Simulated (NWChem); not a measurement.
Molecule: C$_{4}$H$_{7}$F; SMILES CC1(F)CC1

All runs: NWChem. Medium grid unless said otherwise, to which SCAN and Minnesota functionals are sensitive. Coordinates come from a B3LYP/6-31G* (spherical d) optimisation. Total energies of different functionals are on different scales.

```
level                energy (Ha)  highest occupied level (eV)  orbital gap (eV)  dipole (D)
-------------------  -----------  ---------------------------  ----------------  ----------
PBE/def2-TZVP          -256.2386                        -6.45              6.95        1.65
B3LYP/def2-TZVP        -256.5562                          ___               ___        1.77
CAM-B3LYP/def2-TZVP    -256.4365                        -9.31             11.40        1.82
PBE0/def2-TZVP         -256.2637                        -7.87              9.20        1.76
r2SCAN/def2-TZVP       -256.4108                        -6.70              7.94        1.73
```

Fill in the missing entries.


- B3LYP/def2-TZVP, highest occupied level (eV): -7.67
- B3LYP/def2-TZVP, orbital gap (eV): 8.66
